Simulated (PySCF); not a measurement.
C₃H₈BeS (SMILES C[CH2][Be][S]C), singlet, geometry from GFN2-xTB (such geometries of metal compounds can be far from the true shape), atoms displaced at random by about 0.08 Å a coordinate; HF/6-31G, gradient (PySCF).

The PySCF input:
```python
from pyscf import gto, scf

mol = gto.Mole()
mol.atom = '''
    Be    0.117469   -0.021405    0.528432
    C    -0.223894   -1.222209    1.876485
    C    -0.130054   -2.654669    1.671119
    H    -1.416106   -0.830756    2.179526
    H     0.509995   -0.843204    2.556968
    H     0.845780   -3.011845    1.150955
    H    -0.710428   -2.955855    0.701617
    H    -0.178331   -3.267986    2.469277
    S     0.698918    1.197792   -0.854397
    C    -0.830522    1.607777   -2.041535
    H    -1.249911    0.701559   -2.219924
    H    -0.406923    2.448074   -2.549267
    H    -1.387260    2.160982   -1.377701
'''
mol.basis = '6-31g'
mol.charge = 0
mol.spin = 0
mol.verbose = 3
mol.build()

mf = scf.RHF(mol)
mf.conv_tol = 1e-4
mf.kernel()
g = mf.nuc_grad_method()
grad = g.kernel()
```

Q: Write the output that PySCF gives for this input, abridged.

A: 
```
converged SCF energy = -530.281133077348
--------------- RHF gradients ---------------
         x                y                z
0 Be     0.0055308875     0.0288340307    -0.0169329193
1 C     0.0583698777    -0.0965404665     0.0238502335
2 C    -0.0370111472     0.0329913396     0.1457586277
3 H    -0.0729028225     0.0260225406     0.0052276919
4 H     0.0034291049    -0.0030061137    -0.0251050765
5 H     0.0129069308    -0.0247650945    -0.0283356792
6 H     0.0053458349    -0.0013451523    -0.0531055474
7 H     0.0234486994     0.0388493168    -0.0500963843
8 S     0.0009216149     0.0007130691     0.0056060112
9 C    -0.0600351548    -0.0483162535    -0.0662420637
10 H     0.0196138868     0.0356176699     0.0450491932
11 H    -0.0021310665     0.0223152025     0.0439432806
12 H     0.0425133541    -0.0113700888    -0.0296173678
----------------------------------------------
```
